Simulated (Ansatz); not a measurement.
The cluster RuPt₃⁻. The state is a quartet with charge -1. Geometry r2SCAN-D4/def2-SVPD; atoms count from 1.

Cartesian coordinates in Å:
```
Pt -1.287 -1.499 1.032
Pt 1.470 1.341 -1.007
Pt -0.912 0.949 0.114
Ru 0.729 -0.790 -0.138
```

In the def2 sets Pt, Ru take a core potential; there is no spin–orbit coupling. The charge -1 quartet is spin-contaminated (final ⟨S²⟩ up to 4.03, 3.75 for a pure state). The geometry of the quartet was relaxed on an unsound state (⟨S²⟩ 4.26, where a pure state has 3.75). The structure comes from a short search, and lower isomers may exist.

Question: Estimate the Mulliken populations from the PBE0/def2-TZVPD orbitals of Ansatz.

Answer: 
| atom | charge (e) | spin (α − β) | d electrons |
| --- | --- | --- | --- |
| Pt1 | -0.28 | 0.06 | 9.08 |
| Pt2 | -0.28 | 0.56 | 9.07 |
| Pt3 | -0.03 | -0.27 | 9.05 |
| Ru4 | -0.41 | 2.65 | 6.81 |
Mulliken values and Mayer orders depend strongly on the basis. With diffuse functions, as here, like atoms can get unlike values, and bond orders can come out too low or too high.

Question: Where does the spin sit?

Answer: Summed by element: Pt 0.35, Ru 2.65, of 3 unpaired in all. Largest on single atoms: Ru4 2.65, Pt2 0.56, Pt3 -0.27.

Question: And the Mayer bond orders between bonded heavy atoms (over 0.3)?

Answer: Pt1–Pt3 0.58 (2.64 Å); Pt1–Ru4 1.32 (2.44 Å); Pt2–Pt3 0.51 (2.66 Å); Pt2–Ru4 1.39 (2.42 Å); Pt3–Ru4 1.04 (2.40 Å). Values over 0.3 also appear between atoms too far apart for a bond (Pt1–Pt2 0.31 at 4.45 Å); they arise where an orbital or an unpaired electron spreads over both atoms.
